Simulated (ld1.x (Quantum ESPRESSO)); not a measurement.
Ranking TM semilocal potentials for Ge

All share these settings but for the change named:

ld1.x (Quantum ESPRESSO) 7.5 input, shortened:

```
&input
   title='Ge', zed=32., rel=1, dft='PBE', iswitch=3,
   config='[Ar] 3d10 4s2 4p1.5 4f-2'
 /
 &inputp
   pseudotype=1, tm=.true., lloc=2,
   nlcc=.false.
 /
4
4S  1  0   2.00   0.00  1.30  1.30  0.0
3P  2  1   6.00   0.00  0.65  0.65  0.0
4F  4  3  -2.00   0.50  1.05  1.05  0.0
3D  3  2  10.00   0.00  1.05  1.05  0.0
 &test
   configts(1)='3p6 3d10 4s2 4p1.5'
 /
```

Occupied shells without a wave of their own: 4p. They enter only through the test configuration that unscreens the potential.

Test errors are all-electron minus pseudo excitation energies from the reference, over 3p6 3d10 4s2 4p2; 3p6 3d10 4s2 4p1; 3p6 3d10 4s2 4p0; 3p6 3d10 4s1 4p3; 3p6 3d10 4s1 4p0; 3p6 3d9 4s2 4p2; 3p6 3d9 4s2 4p3. None of these files shows a bound ghost.

The base gives 63.8 meV.

Of 6 variants that were run, those that failed, showed a ghost or another fault, or gave nearly equal values are left out.

A variant can come out equal or close to the base, since the largest error may sit in a test that the change hardly touches while other tests move.

Question: Rank these variants by their largest absolute test error, smallest first.
A. wave 4f channel at 0.5 Ry: rc 1.05 bohr becomes 4f channel at 0.5 Ry: rc 1.22 bohr
B. wave 4s (bound): rc 1.30 bohr becomes 4s (bound): rc 1.78 bohr
C. wave 3p (bound): rc 0.65 bohr becomes 3p (bound): rc 0.74 bohr

Answer: B (52.2 meV), A (63.8 meV), C (93.8 meV).
